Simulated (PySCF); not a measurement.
Several molecules and their computed UV-vis stick spectra, shuffled. Computed, not measured: TDDFT CAM-B3LYP/def2-SVPD, vertical, gas phase, core orbitals frozen in the response, def2 core potentials past Kr (PySCF). Geometries: PBE0-D3(BJ)/def2-SVP; one conformer of each isolated species. Triplets are in the Tamm–Dancoff approximation. Atoms past krypton carry core potentials; spin–orbit coupling is left out.

A. `[O]=[Mo]([Cl])([Cl])([Cl])[Cl]`
B. `COB(OC)[SiH2][Se][SiH3]`
C. `C1=CC=C2CCCCC2=C1`
D. `C(O[C@]1([C@@H]2O[C@@H](CC2)C1)C)=O`
E. `FCCCS`

Lowest singlet levels (six at most, fewer where fewer were computed) with oscillator strengths:

1. 5.27 eV (f 0.009); 5.92 eV (f 0.004); 6.65 eV (f 0.248); 6.74 eV (f 0.683); 6.85 eV (f 0.165); 6.98 eV (f 0.034); T1 3.98 eV
2. 5.78 eV (f 0.002); 7.45 eV (f 0.038); 7.54 eV (f 0.006); 8.07 eV (f 0.039); 8.23 eV (f 0.046); 8.37 eV (f 0.012); T1 5.25 eV
3. 5.18 eV (f 0.016); 5.46 eV (f 0.001); 6.22 eV (f 0.001); 6.24 eV (f 0.048); 6.55 eV (f 0.021); 6.63 eV (f 0.009); T1 4.85 eV
4. 5.51 eV (f 0.007); 6.24 eV (f 0.030); 7.13 eV (f 0.015); 7.49 eV (f 0.024); 7.63 eV (f 0.014); 8.26 eV (f 0.039); T1 5.09 eV
5. 2.27 eV (f 0.000); 2.55 eV (f 0.000); 2.75 eV (f 0.060 summed over 2 states); 2.90 eV (f 0.036 summed over 2 states); 3.52 eV (f 0.000); 3.85 eV (f 0.001 summed over 2 states) [of 10 roots; the last level is left out, as the window may have cut its degenerate partner]; T1 1.59 eV

Question: Match each spectrum to its molecule.

Answer: 1 = C, 2 = D, 3 = B, 4 = E, 5 = A.
- A: S1 at 2.27 eV, HOMO→LUMO (98%); for S1 the Löwdin share of molybdenum is at most 1% in HOMO and 65% in LUMO (ligand-to-metal charge transfer by this measure); HOMO -10.30 and LUMO -4.94 eV; point group C4v, 3 of its 9 listed states under f = 0.0005.
- B: S1 at 5.18 eV, HOMO→LUMO (95%); Löwdin shares by element: HOMO selenium 72%, silicon 18%; LUMO silicon 29%, selenium 23%, boron 14% (atoms not listed hold the other 34%); HOMO -8.04 and LUMO 0.23 eV.
- C: S1 at 5.27 eV, HOMO→LUMO (62%), HOMO-1→LUMO+1 (32%); Löwdin shares by element: HOMO carbon 71% or more (atoms not listed hold the other 29%); LUMO carbon 60% or more (atoms not listed hold the other 40%); HOMO -7.92 and LUMO 0.85 eV; point group C2.
- D: S1 at 5.78 eV, HOMO-1→LUMO (86%); S1 has the pattern of n→π* at C=O; HOMO -9.16 and LUMO 0.96 eV.
- E: S1 at 5.51 eV, HOMO→LUMO (76%), HOMO→LUMO+2 (10%); Löwdin shares by element: HOMO sulfur 75%, carbon 10% or more, hydrogen 6% or more; LUMO sulfur 42%, carbon 16% or more, hydrogen 12% or more (atoms not listed hold the other 30%); HOMO -8.30 and LUMO 0.93 eV.
B and C have S1 within 0.09 eV of each other; their strongest listed levels stand at 6.24 eV (f 0.048) and 6.74 eV (f 0.683).
